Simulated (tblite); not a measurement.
A geometry optimisation, step by step.

Species: C6H5F2S (doublet state).
SMILES with atom numbers: `[CH2:1][c:2]1[cH:3][cH:4][c:5]([CH:6]([F:7])[F:8])[s:9]1` (hydrogens: H10, H11 on C1; H12 on C3; H13 on C4; H14 on C6)
Bond orders are those of one Lewis drawing.

Computed with GFN2-xTB (tblite), gas phase: L-BFGS steps from a force-field or distance-geometry start until the largest atomic force falls under 0.01 eV/Å. 14 of its 76 geometries are shown.

Step 0: E = -762.8925 eV, largest atomic force 2.170 eV/Å
```
atom  x, y, z in Å  |  force x, y, z in eV/Å
C1     -2.758    0.810   -0.168    0.595  -0.441   0.210
C2     -1.451    0.337   -0.018   -2.145   0.260   0.197
C3     -0.991   -0.737    0.752    0.757  -0.667   0.332
C4      0.410   -0.910    0.652   -0.952  -0.848   0.847
C5      1.009    0.015   -0.152    0.371   0.020  -0.073
C6      2.448    0.156   -0.510    0.050  -0.208   0.447
F7      3.245   -0.381    0.457   -0.115   0.039  -0.102
F8      2.751   -0.516   -1.646    0.055  -0.084  -0.182
S9     -0.136    1.094   -0.817    0.474   1.173  -0.964
H10    -3.595    0.326    0.347    0.601   0.263  -0.303
H11    -2.986    1.664   -0.804    0.189  -0.408   0.297
H12    -1.660   -1.363    1.342    0.407   0.289  -0.278
H13     0.956   -1.696    1.184   -0.281   0.467  -0.329
H14     2.758    1.200   -0.642   -0.006   0.146  -0.099
```

Step 6: E = -763.0222 eV, largest atomic force 0.097 eV/Å
```
atom  x, y, z in Å  |  force x, y, z in eV/Å
C1     -2.745    0.793   -0.160   -0.041   0.021  -0.007
C2     -1.475    0.344   -0.015   -0.027  -0.017   0.011
C3     -0.987   -0.742    0.750    0.048  -0.010   0.012
C4      0.382   -0.912    0.660    0.041   0.016  -0.028
C5      1.000    0.020   -0.152    0.038   0.022  -0.015
C6      2.443    0.148   -0.494    0.012   0.004  -0.011
F7      3.241   -0.387    0.461   -0.077  -0.008   0.018
F8      2.753   -0.520   -1.646   -0.021  -0.051   0.018
S9     -0.125    1.134   -0.845    0.011   0.024   0.007
H10    -3.572    0.327    0.342    0.044  -0.076   0.041
H11    -2.966    1.637   -0.785    0.004   0.042  -0.029
H12    -1.639   -1.361    1.338    0.002   0.015  -0.017
H13     0.939   -1.679    1.172   -0.024   0.019  -0.015
H14     2.750    1.196   -0.648   -0.011   0.000   0.016
```

Step 12: E = -763.0256 eV, largest atomic force 0.069 eV/Å
```
atom  x, y, z in Å  |  force x, y, z in eV/Å
C1     -2.746    0.793   -0.160    0.005  -0.012   0.009
C2     -1.475    0.348   -0.016    0.045   0.037  -0.019
C3     -0.982   -0.737    0.746    0.020  -0.015   0.002
C4      0.385   -0.905    0.653   -0.007   0.004  -0.001
C5      0.999    0.030   -0.158    0.017   0.002  -0.010
C6      2.441    0.147   -0.496   -0.010  -0.002   0.014
F7      3.220   -0.392    0.473   -0.009   0.015  -0.007
F8      2.749   -0.537   -1.638    0.006   0.014   0.040
S9     -0.128    1.147   -0.843    0.008   0.007   0.002
H10    -3.555    0.305    0.351   -0.037   0.001  -0.006
H11    -2.967    1.638   -0.784   -0.056  -0.004   0.017
H12    -1.632   -1.357    1.333   -0.030  -0.014   0.011
H13     0.937   -1.674    1.166    0.014   0.023  -0.030
H14     2.752    1.194   -0.649    0.034  -0.056  -0.023
```

Step 17: E = -763.0282 eV, largest atomic force 0.058 eV/Å
```
atom  x, y, z in Å  |  force x, y, z in eV/Å
C1     -2.747    0.790   -0.156   -0.025  -0.003   0.010
C2     -1.470    0.359   -0.018   -0.039  -0.009   0.007
C3     -0.979   -0.732    0.741   -0.022   0.023  -0.011
C4      0.387   -0.898    0.645   -0.005   0.012  -0.014
C5      0.997    0.042   -0.165    0.009   0.017   0.012
C6      2.439    0.144   -0.493    0.045  -0.014  -0.004
F7      3.200   -0.394    0.490    0.051  -0.009   0.026
F8      2.751   -0.557   -1.623    0.019  -0.043  -0.017
S9     -0.126    1.165   -0.841   -0.026  -0.002   0.008
H10    -3.548    0.286    0.354   -0.015  -0.004   0.001
H11    -2.994    1.635   -0.772    0.008  -0.009   0.013
H12    -1.633   -1.353    1.325    0.013   0.015  -0.018
H13     0.949   -1.665    1.149   -0.009  -0.003  -0.009
H14     2.774    1.179   -0.659   -0.002   0.030  -0.004
```

Step 23: E = -763.0296 eV, largest atomic force 0.028 eV/Å
```
atom  x, y, z in Å  |  force x, y, z in eV/Å
C1     -2.755    0.787   -0.151    0.001   0.004  -0.004
C2     -1.474    0.365   -0.018   -0.006  -0.013   0.011
C3     -0.979   -0.726    0.736    0.002  -0.011   0.003
C4      0.387   -0.892    0.638    0.007   0.002  -0.004
C5      1.000    0.051   -0.166   -0.002   0.000  -0.004
C6      2.447    0.140   -0.492   -0.008   0.005   0.001
F7      3.202   -0.393    0.500   -0.001   0.021  -0.002
F8      2.758   -0.578   -1.612   -0.004  -0.006   0.009
S9     -0.129    1.174   -0.838    0.027   0.008  -0.002
H10    -3.552    0.275    0.357    0.003   0.002  -0.001
H11    -3.009    1.632   -0.762   -0.003   0.009   0.001
H12    -1.632   -1.350    1.317    0.000  -0.009   0.000
H13     0.950   -1.661    1.137   -0.017  -0.008   0.003
H14     2.787    1.173   -0.666    0.001  -0.003  -0.012
```

Step 29: E = -763.0302 eV, largest atomic force 0.035 eV/Å
```
atom  x, y, z in Å  |  force x, y, z in eV/Å
C1     -2.756    0.788   -0.150    0.004   0.003   0.009
C2     -1.475    0.366   -0.017    0.013   0.022  -0.013
C3     -0.980   -0.727    0.732    0.004   0.006  -0.007
C4      0.387   -0.891    0.634   -0.010  -0.016   0.002
C5      1.001    0.054   -0.166    0.003  -0.005   0.021
C6      2.449    0.142   -0.493   -0.004  -0.004   0.005
F7      3.205   -0.374    0.507   -0.001   0.008   0.002
F8      2.759   -0.595   -1.601    0.005   0.002   0.012
S9     -0.126    1.181   -0.832   -0.026  -0.015   0.014
H10    -3.552    0.272    0.356   -0.002  -0.004   0.000
H11    -3.015    1.637   -0.755    0.019   0.001  -0.001
H12    -1.628   -1.357    1.313   -0.007   0.008  -0.014
H13     0.939   -1.668    1.133    0.031   0.004  -0.011
H14     2.792    1.171   -0.683   -0.028  -0.010  -0.019
```

Step 35: E = -763.0327 eV, largest atomic force 0.076 eV/Å
```
atom  x, y, z in Å  |  force x, y, z in eV/Å
C1     -2.754    0.799   -0.139    0.018  -0.012  -0.005
C2     -1.472    0.378   -0.012   -0.001  -0.045   0.029
C3     -0.982   -0.736    0.713   -0.009  -0.031   0.025
C4      0.383   -0.907    0.620    0.023   0.043   0.014
C5      1.005    0.061   -0.147   -0.009  -0.008  -0.075
C6      2.447    0.144   -0.490    0.028   0.003  -0.029
F7      3.220   -0.278    0.543   -0.008   0.033  -0.046
F8      2.764   -0.672   -1.541   -0.013  -0.039   0.048
S9     -0.118    1.203   -0.797    0.021   0.040  -0.015
H10    -3.548    0.261    0.349    0.004   0.031  -0.013
H11    -3.013    1.660   -0.727    0.009  -0.011   0.018
H12    -1.633   -1.377    1.275   -0.059  -0.014   0.006
H13     0.932   -1.695    1.105    0.010   0.005  -0.020
H14     2.768    1.158   -0.776   -0.013   0.004   0.064
```

Step 40: E = -763.0360 eV, largest atomic force 0.058 eV/Å
```
atom  x, y, z in Å  |  force x, y, z in eV/Å
C1     -2.749    0.806   -0.128    0.000  -0.006  -0.006
C2     -1.468    0.382   -0.002    0.002   0.006  -0.005
C3     -0.985   -0.749    0.699    0.008   0.016   0.010
C4      0.382   -0.914    0.610   -0.018  -0.015  -0.027
C5      1.006    0.065   -0.143   -0.006  -0.014   0.001
C6      2.447    0.146   -0.492   -0.013  -0.006  -0.003
F7      3.236   -0.174    0.565   -0.010   0.020   0.021
F8      2.771   -0.755   -1.466    0.014   0.007  -0.007
S9     -0.110    1.230   -0.763   -0.041  -0.034   0.023
H10    -3.547    0.258    0.341   -0.001   0.014   0.003
H11    -3.006    1.681   -0.695    0.019   0.005   0.005
H12    -1.649   -1.399    1.238    0.026  -0.001  -0.004
H13     0.931   -1.718    1.070    0.005   0.024  -0.012
H14     2.742    1.143   -0.855    0.016  -0.017   0.001
```

Step 46: E = -763.0377 eV, largest atomic force 0.040 eV/Å
```
atom  x, y, z in Å  |  force x, y, z in eV/Å
C1     -2.749    0.814   -0.117    0.010   0.014   0.025
C2     -1.469    0.387    0.010    0.012   0.010  -0.014
C3     -0.987   -0.759    0.686    0.002  -0.018  -0.028
C4      0.379   -0.927    0.586    0.004   0.011   0.021
C5      1.004    0.069   -0.144    0.010  -0.002  -0.009
C6      2.445    0.146   -0.493    0.022   0.008  -0.009
F7      3.237   -0.061    0.592   -0.030  -0.021  -0.003
F8      2.788   -0.832   -1.383    0.018   0.011   0.034
S9     -0.110    1.252   -0.728   -0.026  -0.015  -0.009
H10    -3.550    0.258    0.336   -0.009   0.019  -0.005
H11    -2.995    1.706   -0.661   -0.005  -0.009   0.000
H12    -1.651   -1.427    1.202    0.006  -0.003   0.020
H13     0.930   -1.737    1.030   -0.001  -0.017  -0.012
H14     2.729    1.111   -0.939   -0.015   0.011  -0.011
```

Step 52: E = -763.0389 eV, largest atomic force 0.037 eV/Å
```
atom  x, y, z in Å  |  force x, y, z in eV/Å
C1     -2.747    0.825   -0.101   -0.004   0.000  -0.002
C2     -1.471    0.386    0.018   -0.004  -0.008  -0.010
C3     -0.987   -0.773    0.672   -0.001   0.007   0.010
C4      0.378   -0.936    0.569    0.003  -0.012  -0.014
C5      1.001    0.068   -0.151   -0.004   0.000  -0.005
C6      2.443    0.148   -0.494   -0.004  -0.006   0.006
F7      3.226    0.023    0.611    0.004   0.018   0.012
F8      2.813   -0.881   -1.310    0.008  -0.005  -0.007
S9     -0.115    1.261   -0.710    0.019   0.003  -0.032
H10    -3.559    0.270    0.332    0.002   0.001   0.020
H11    -2.983    1.726   -0.636   -0.006   0.004   0.006
H12    -1.646   -1.448    1.185   -0.006   0.006   0.004
H13     0.931   -1.754    0.995   -0.001  -0.014  -0.003
H14     2.715    1.086   -1.001   -0.005   0.006   0.017
```

Step 58: E = -763.0403 eV, largest atomic force 0.037 eV/Å
```
atom  x, y, z in Å  |  force x, y, z in eV/Å
C1     -2.747    0.831   -0.092    0.002   0.000  -0.004
C2     -1.472    0.381    0.009   -0.011  -0.018   0.031
C3     -0.987   -0.777    0.666   -0.010  -0.017  -0.020
C4      0.377   -0.948    0.551   -0.005   0.013   0.003
C5      0.997    0.056   -0.171   -0.003  -0.017  -0.015
C6      2.443    0.149   -0.491   -0.002   0.013   0.004
F7      3.207    0.060    0.632    0.004  -0.013  -0.012
F8      2.843   -0.889   -1.280    0.016   0.020   0.019
S9     -0.119    1.247   -0.737    0.008  -0.028   0.017
H10    -3.560    0.288    0.354    0.030  -0.003   0.016
H11    -2.981    1.735   -0.623   -0.003  -0.002  -0.002
H12    -1.641   -1.448    1.192   -0.015   0.024  -0.018
H13     0.931   -1.769    0.972   -0.025   0.027  -0.001
H14     2.708    1.084   -1.006    0.014   0.002  -0.018
```

Step 63: E = -763.0410 eV, largest atomic force 0.042 eV/Å
```
atom  x, y, z in Å  |  force x, y, z in eV/Å
C1     -2.747    0.833   -0.088    0.003  -0.002   0.012
C2     -1.474    0.379    0.007    0.017   0.026  -0.029
C3     -0.989   -0.779    0.661    0.000   0.008  -0.002
C4      0.375   -0.950    0.544   -0.008  -0.008   0.004
C5      0.996    0.050   -0.183    0.010  -0.003   0.008
C6      2.445    0.150   -0.489    0.016  -0.004  -0.008
F7      3.198    0.066    0.641   -0.010   0.009  -0.005
F8      2.859   -0.887   -1.271    0.007   0.003  -0.005
S9     -0.120    1.238   -0.750   -0.016   0.009   0.003
H10    -3.553    0.291    0.371   -0.006  -0.001   0.009
H11    -2.985    1.736   -0.619    0.000  -0.008   0.000
H12    -1.645   -1.442    1.194   -0.011  -0.012  -0.008
H13     0.926   -1.770    0.966    0.006  -0.008   0.017
H14     2.712    1.085   -1.005   -0.006  -0.011   0.005
```

Step 69: E = -763.0415 eV, largest atomic force 0.022 eV/Å
```
atom  x, y, z in Å  |  force x, y, z in eV/Å
C1     -2.745    0.838   -0.079    0.000   0.004  -0.007
C2     -1.472    0.381    0.004   -0.009  -0.017   0.010
C3     -0.992   -0.784    0.651    0.005   0.001   0.009
C4      0.372   -0.958    0.537    0.008   0.001  -0.008
C5      0.996    0.043   -0.186   -0.004   0.008  -0.001
C6      2.445    0.150   -0.490   -0.003  -0.006   0.004
F7      3.193    0.111    0.647    0.005  -0.003  -0.010
F8      2.878   -0.903   -1.240   -0.005   0.010   0.015
S9     -0.117    1.240   -0.746    0.007  -0.002  -0.008
H10    -3.551    0.296    0.383    0.011   0.004  -0.001
H11    -2.982    1.742   -0.607   -0.011   0.005   0.003
H12    -1.652   -1.449    1.176    0.005   0.000  -0.009
H13     0.922   -1.780    0.959   -0.006   0.001   0.000
H14     2.703    1.073   -1.031   -0.003  -0.006   0.002
```

Step 75: E = -763.0417 eV, largest atomic force 0.009 eV/Å
```
atom  x, y, z in Å  |  force x, y, z in eV/Å
C1     -2.744    0.841   -0.075    0.000   0.002   0.005
C2     -1.472    0.382    0.005   -0.003  -0.005  -0.003
C3     -0.992   -0.787    0.645   -0.004  -0.004  -0.007
C4      0.371   -0.961    0.529   -0.002   0.002   0.002
C5      0.996    0.043   -0.189    0.001   0.002   0.008
C6      2.446    0.150   -0.489   -0.002   0.002  -0.001
F7      3.191    0.144    0.650    0.000   0.006  -0.002
F8      2.888   -0.920   -1.208   -0.005  -0.003  -0.002
S9     -0.117    1.243   -0.743    0.006  -0.005  -0.002
H10    -3.549    0.299    0.388    0.001  -0.003   0.001
H11    -2.984    1.750   -0.595    0.004   0.000   0.000
H12    -1.653   -1.458    1.162   -0.001   0.003   0.004
H13     0.919   -1.787    0.949   -0.001   0.003  -0.006
H14     2.698    1.060   -1.054    0.008  -0.001   0.003
```

Task: Summarise the path.

Result: The energy falls by 3.44 kcal/mol from step 0 to step 75; nine tenths of that is first reached at step 15. It rises by more than 0.2 meV at step 39. The largest force goes from 2.170 to 0.009 eV/Å. Among the bonds C2–S9 changes most, from 1.715 to 1.771 Å; the atoms move by 0.283 Å rms after alignment.

Task: Follow the three bonds and two angles with the largest change from start to end.

Result: 
```tsv
step	E above end (kcal/mol)	largest force (eV/Å)	C2–S9 (Å)	C1–C2 (Å)	C3–C4 (Å)	C4–C5–C6 (°)	C2–S9–C5 (°)
0	3.44	2.170	1.715	1.398	1.415	129.1	93.1
3	0.61	0.182	1.776	1.359	1.386	129.2	91.7
7	0.43	0.080	1.769	1.356	1.381	128.7	91.2
10	0.39	0.060	1.773	1.355	1.381	128.4	91.1
13	0.36	0.069	1.769	1.354	1.381	128.0	91.0
16	0.32	0.062	1.768	1.355	1.380	127.4	90.9
20	0.29	0.043	1.773	1.355	1.380	127.0	91.0
23	0.28	0.028	1.771	1.355	1.380	126.9	91.1
26	0.27	0.029	1.773	1.355	1.380	126.8	91.1
29	0.27	0.035	1.774	1.355	1.380	126.9	91.1
33	0.24	0.089	1.768	1.355	1.379	127.1	91.3
36	0.19	0.075	1.773	1.356	1.379	127.2	91.2
39	0.16	0.173	1.775	1.355	1.380	127.1	91.0
42	0.12	0.039	1.769	1.355	1.379	127.1	91.1
46	0.09	0.040	1.772	1.355	1.379	126.9	91.1
49	0.08	0.038	1.773	1.355	1.380	126.7	91.1
52	0.06	0.037	1.771	1.355	1.379	126.6	91.2
55	0.05	0.052	1.773	1.355	1.379	126.5	91.1
59	0.03	0.046	1.771	1.355	1.379	126.5	91.1
62	0.02	0.026	1.772	1.355	1.379	126.6	91.1
65	0.01	0.025	1.772	1.355	1.379	126.6	91.1
68	0.01	0.029	1.770	1.355	1.379	126.8	91.1
72	0.00	0.018	1.772	1.355	1.379	126.8	91.1
75	0.00	0.009	1.771	1.355	1.379	126.8	91.1
```

What follows is the cost of the whole relaxation. Hardware: Arm Neoverse N1, one thread, no GPU, shared host with 64 logical CPUs at a one-minute load of 13. Cost: 0.73 s wall.
